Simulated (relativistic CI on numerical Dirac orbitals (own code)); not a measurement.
**Electric-dipole lines of Hg XLIII**

These numbers are calculated, not measured: Dirac-Coulomb-Breit CI, orbitals from a KLI potential per configuration, model QED (radiative potential, 1s self-energy scaled to tabulated hydrogen-like ionisation energies), unscaled Slater integrals (own radial code, finite nucleus).

Configuration list (outside the closed core [Ar] 3d10): 4s2 4p6 4d2, 4s2 4p6 4d 4f, 4s2 4p5 4d3, 4s 4p6 4d3, 4s2 4p5 4d2 4f, 4s 4p6 4d2 4f, 4s2 4p6 4d 5s, 4s2 4p6 4f 5s, 4s2 4p6 4d 5p, 4s2 4p6 4d 5d, 4p6 4d3 4f, 4s2 4p5 4d2 5s, 4s2 4p6 4d 5f, 4s 4p6 4d 4f 5s, 4s2 4p6 5s 5p, 4s2 4p6 4d 5g, 4s 4p6 4d2 5s, 4s2 4p5 4d2 5d, 4s2 4p6 4d 6s, 4s2 4p6 4d 6d, 4s2 4p6 4f2, 4s2 4p5 4f3, 4s 4p6 4f3, 4p6 4d4, 4p5 4d5, 4p5 4d4 4f, 4s2 4p6 4f 5p, 4s2 4p5 4f2 5p, 4s 4p6 4f2 5p, 4s2 4p6 5s2, 4s2 4p5 4f 5s2, 4s 4p6 4f 5s2, 4s2 4p6 5p2, 4s2 4p5 4f 5p2, 4s 4p6 4f 5p2, 4p6 4d3 5s, 4p5 4d4 5s, 4p5 4d3 4f 5s, 4s 4p6 4d 5s2, 4s 4p5 4d 4f 5s2, 4p6 4d 4f 5s2. Double excitations out of closed p, d and f shells are left out; levels of such configurations are missing from the list, as are those of other unlisted configurations, and high levels can miss mixing partners. These lack a partner that the ground configuration has and come out too high: 4s2 4p5 4d2 5s, 4s 4p6 4d2 5s, 4s2 4p5 4d2 5d.

```csv
λ vac (Å),Lower,Upper,A (s⁻¹),gf,Branching (%)
34.754,4s2 4p6 4d2 3F_2 [1],4s2 4p5 4d3 3D°_1 [109],4.12e+12,2.24e+00,66.3
35.250,4s2 4p6 4d2 3P_2 [4],4s2 4p5 4d3 3S°_1 [123],4.23e+12,2.37e+00,69.0
35.573,4s2 4p6 4d2 1G_4 [6],4s2 4p5 4d3 3F°_4 [121],4.72e+12,8.06e+00,81.6
35.917,4s2 4p6 4d2 1D_2 [8],4s2 4p5 4d3 3D°_3 [133],2.69e+12,3.65e+00,73.3
35.951,4s2 4p6 4d2 3F_4 [7],4s2 4p5 4d3 3D°_3 [129],2.92e+12,3.96e+00,70.2
36.011,4s2 4p6 4d2 1D_2 [8],4s2 4p5 4d3 3P°_2 [132],3.28e+12,3.19e+00,99.8
36.084,4s2 4p6 4d2 3F_4 [7],4s2 4p5 4d3 3G°_5 [128],3.60e+12,7.73e+00,99.0
36.212,4s2 4p6 4d2 3F_4 [7],4s2 4p5 4d3 3F°_4 [127],2.89e+12,5.11e+00,98.9
36.953,4s2 4p6 4d2 3F_2 [1],4s2 4p5 4d3 3F°_2 [102],3.48e+12,3.56e+00,99.4
37.903,4s2 4p6 4d2 3F_3 [3],4s2 4p5 4d3 3G°_4 [107],1.21e+12,2.34e+00,83.6
38.419,4s2 4p6 4d2 1G_4 [6],4s2 4p5 4d3 1H°_5 [108],1.46e+12,3.54e+00,99.3
44.870,4s2 4p6 4d2 3F_2 [1],4s2 4p5 4d3 1F°_3 [82],1.03e+12,2.17e+00,53.9
45.109,4s2 4p6 4d2 3F_2 [1],4s2 4p6 4d 4f 3G°_3 [80],2.07e+12,4.41e+00,79.2
46.361,4s2 4p6 4d2 3F_3 [3],4s2 4p6 4d 4f 3G°_4 [89],1.45e+12,4.20e+00,66.5
47.148,4s2 4p6 4d2 3P_2 [4],4s2 4p6 4d 4f 3F°_3 [90],1.09e+12,2.55e+00,52.6
47.211,4s2 4p6 4d2 1G_4 [6],4s2 4p6 4d 4f 3G°_5 [91],1.35e+12,4.98e+00,86.2
48.479,4s2 4p6 4d2 3F_2 [1],4s2 4p6 4d 4f 3F°_2 [60],1.04e+12,1.84e+00,95.6
50.553,4s2 4p6 4d2 3F_4 [7],4s2 4p6 4d 4f 1H°_5 [97],7.39e+11,3.12e+00,64.6
51.205,4s2 4p6 4d2 3F_4 [7],4s2 4p6 4d 4f 3F°_4 [96],1.32e+12,4.67e+00,99.3
51.566,4s2 4p6 4d2 3F_4 [7],4s2 4p5 4d3 3D°_3 [94],1.09e+12,3.04e+00,96.1
```

Terms are leading LS components. Brackets give the number of a level in order of energy, since labels repeat. The list gives strong lines, with weight on those to low levels, without lines whose two gauges differ by over a factor of 2.5, among the lowest 400 of 8130 levels, so that lines to higher ones, which can be the strongest, are missing. Levels whose partners in the same complex of configurations lie outside the list can be far off, and so can their lines. Rates are taken at the computed energies, electric ones in the length gauge.

At this charge energies of transitions that change n are usually good to better than 1 %, and those within a shell (Δn = 0) to a few per cent.

LS names give the leading component of a level, which can be under half, so a name can repeat, a term be missing and a line seem to break the LS rules.
